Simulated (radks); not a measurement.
The numbers below are computed, except where a source is named.
Q: Zr3+, configuration [Kr] 4d1. Code: a radial shooting solver on a logarithmic mesh with Libxc functionals. Model: scalar-relativistic Kohn-Sham, BLYP, spin-polarised, spherical densities, finite nucleus; open shells are filled with parallel spins first (spin-orbit coupling, left out, can overturn this in heavy ions); Fermi nuclear charge, rms radius 4.2694 fm. Some entries of the table are withheld. Estimate them.

orbital  occ.  eigenvalue (eV)  r(max) (bohr)
1s down     1        -17856.03        0.02414
1s up       1        -17856.02        0.02414
2s up       1        -2498.122         0.1370
2s down     1        -2498.021         0.1370
2p up       3        -2231.050         0.1094
2p down     3        -2230.976         0.1094
3s up       1        -432.1770         0.4082
3s down     1        -432.1206         0.4082
3p up       3        -345.2033         0.4021
3p down     3        -345.1409         0.4022
3d up       5        -202.3930         0.3471
3d down     5        -202.2974         0.3471
4s up       1         -81.6721          1.074
4s down     1         -81.0283          1.072
4p up       3              (1)          1.172
4p down     3              (2)          1.169
4d up       1              (3)            (4)
4d down     0              (5)            (6)

A: 
(1) 4p up eigenvalue (eV): -59.3153
(2) 4p down eigenvalue (eV): -58.5861
(3) 4d up eigenvalue (eV): -28.4814
(4) 4d up r(max) (bohr): 1.505
(5) 4d down eigenvalue (eV): -27.7150
(6) 4d down r(max) (bohr): 1.502
